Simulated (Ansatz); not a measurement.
Computed with Ansatz.

A structure relaxed at PBE0-D4/def2-TZVP, charge 0, multiplicity 1:

Cartesian coordinates in Å:
```
C 0.670 -0.129 0.470
Zn -0.890 0.172 -0.624
Br -2.709 0.523 -1.898
H 1.573 0.162 -0.071
H 0.748 -1.185 0.735
H 0.608 0.458 1.387
```

**Question.** Give its formula and SMILES.

**Answer.** CH3BrZn, `[CH3][Zn][Br]`.

**Question.** Point group (tolerance 0.08 Å, 0.16 Å for H)?

**Answer.** C3v.

**Question.** Summarise the bond lengths by kind.

**Answer.** 1 × C–Zn 1.929 Å; 3 × C–H 1.091 Å; 1 × Br–Zn 2.248 Å.
